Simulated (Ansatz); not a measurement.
A nudged elastic band was laid between two geometries of C2H8Sn + H2 (13 atoms, charge 0, multiplicity 1).

Method: Ansatz 0.2.0, RKS B3LYP/def2-SVP.

- movable images: 5
- climbing image: yes
- spring: 5.0 eV/Å²
- optimiser: quadratic models (default)
- start path: through a guess of the saddle point
- force threshold: 0.03 eV/Å
- iteration limit: 60
- end points: relaxed

Image 0:

```xyz
13
Properties=species:S:1:pos:R:3
Sn 0.369 -0.035 0.038
C 0.377 -0.127 2.210
H -0.655 -0.141 2.590
H 0.893 -1.039 2.546
H 0.897 0.750 2.623
C 2.401 0.032 -0.734
H 2.952 -0.867 -0.421
H 2.388 0.077 -1.833
H 2.921 0.921 -0.348
H -0.488 1.375 -0.477
H -0.442 -1.423 -0.596
H -3.759 0.270 1.337
H -3.788 0.219 2.096
```

Image 6:

```xyz
13
Properties=species:S:1:pos:R:3
Sn -0.331 0.054 -1.276
C -0.164 0.274 3.422
H -0.481 0.255 4.474
H 0.791 -0.262 3.319
H -0.037 1.317 3.097
C 1.707 -0.428 -0.701
H 1.925 -1.479 -0.943
H 2.412 0.218 -1.243
H 1.837 -0.274 0.380
H -0.669 1.709 -0.943
H -0.555 -0.231 -2.960
H -1.440 -0.927 -0.396
H -0.928 -0.214 2.800
```

What changes between the two ends?

Bonds broken: Sn1–C2, H12–H13. Bonds formed: Sn1–H12, C2–H13. C2H8Sn + H2 becomes CH4 + CH6Sn.

What energy profile does the band end with?

The forces met the threshold. The highest image is number 3 of 0 to 6, 2.94 eV above the first end and 3.57 eV above the last; the last end lies 0.63 eV below the first. Neighbouring images differ by up to 3.3 eV, so the band resolves the path poorly. A vibrational analysis at the climbing image gives one clearly imaginary mode, 2003i cm⁻¹: a first-order saddle point. The orbitals stay closed-shell, which can raise the energy where a bond breaks towards radicals; this wasn't checked here.

```
image  path coordinate (Å)  energy (eV)  Sn1–C2 (Å)  H12–H13 (Å)  Sn1–H12 (Å)
    0                 0.00         0.00        2.17         0.76         4.34
    1                 1.32         0.02        2.17         0.76         3.50
    2                 2.63         0.37        2.20         0.76         2.79
    3                 3.95         2.94        2.54         1.12         2.08
    4                 5.87        -0.37        3.62         1.84         1.72
    5                 7.78        -0.63        4.56         2.79         1.72
    6                 9.70        -0.63        4.71         3.31         1.72
```

What is the geometry of the highest image?


```xyz
13
Properties=species:S:1:pos:R:3:forces:R:3
Sn -0.313 0.090 -0.205 0.00 0.00 0.00
C 0.044 -0.140 2.296 0.00 0.00 0.00
H -0.659 -0.206 3.149 0.00 0.00 0.00
H 0.654 -1.056 2.292 0.00 0.00 0.00
H 0.681 0.745 2.453 0.00 0.00 0.00
C 1.881 0.077 -0.379 0.00 0.00 0.00
H 2.298 -0.865 0.005 0.00 0.00 0.00
H 2.127 0.170 -1.450 0.00 0.00 0.00
H 2.321 0.924 0.166 0.00 0.00 0.00
H -0.833 1.647 -0.727 0.00 0.00 0.00
H -0.873 -1.336 -0.994 0.00 0.00 0.00
H -2.084 0.016 0.885 0.00 0.00 0.00
H -1.179 -0.055 1.539 0.00 0.00 0.00
```

Time of the run: 8.9 min on 2 threads of Arm Neoverse V2, on a shared host, peak memory 0.23 GiB.
